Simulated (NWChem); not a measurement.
A calculation on ClLi

SMILES: [Li][Cl]
```xyz
2

Li     0.0000     0.0000    -1.7006
Cl     0.0000     0.0000     0.3001
```
Charge 0, spin multiplicity 1.

The numbers come from NWChem runs, not from measurements. The geometry was optimised at B3LYP/def2-SVP, a minimum by its harmonic frequencies.

Symmetry labels belong to the abelian group C2v used in the runs, with the axes of the coordinates shown; states degenerate in a higher group split over its labels.

The structure started from a generated list of species.

Q: List the lowest 3 singlet excitations that TD-PBE/aug-cc-pVDZ gives, with oscillator strengths.

A: 
```
state  symmetry  energy (eV)  wavelength (nm)      f
-----  --------  -----------  ---------------  -----
1            b1         4.02              308  0.023
2            b2         4.02              308  0.023
3            a1         4.74              261  0.020
```
